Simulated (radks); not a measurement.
Lu II, 70 electrons, occupied as [Xe] 4f14 6s1.5 6p0.5 (fractional occupations, a model configuration). Method: scalar-relativistic Kohn-Sham, PBE, spin-polarised, spherical densities, finite nucleus; open shells are filled with parallel spins first (spin-orbit coupling, left out, can overturn this in heavy ions); Fermi nuclear charge, rms radius 5.37 fm; computed with a radial shooting solver on a logarithmic mesh with Libxc functionals.

Unscreened Slater integrals over Kohn-Sham orbitals (hartree). They are taken over the spin-up orbitals.

| integral | value |
|---|---|
| F0(6p,6p) | 0.21730 |
| F2(6p,6p) | 0.11898 |
| F0(6p,6s) | 0.24032 |
| G1(6p,6s) | 0.14704 |
| F0(6p,4f) | 0.28643 |
| F2(6p,4f) | 0.030461 |
| G2(6p,4f) | 0.0080669 |
| G4(6p,4f) | 0.0071856 |
| F0(6p,5p) | 0.27557 |
| F2(6p,5p) | 0.059451 |
| G0(6p,5p) | 0.011522 |
| G2(6p,5p) | 0.015255 |
| F0(6s,6s) | 0.27719 |
| F0(6s,4f) | 0.36115 |
| G3(6s,4f) | 0.012305 |
| F0(6s,5p) | 0.34343 |
| G1(6s,5p) | 0.027484 |
| F0(4f,4f) | 1.3013 |
| F2(4f,4f) | 0.60901 |
| F4(4f,4f) | 0.38032 |
| F6(4f,4f) | 0.27313 |
| F0(4f,5p) | 0.78806 |
| F2(4f,5p) | 0.26027 |
| G2(4f,5p) | 0.13324 |
| G4(4f,5p) | 0.10248 |
| F0(5p,5p) | 0.65147 |
| F2(5p,5p) | 0.34982 |

Derived for the open shells (J is the average intra-shell exchange parameter used in DFT+U). 6p: J = F2/5 = 0.02380 hartree.
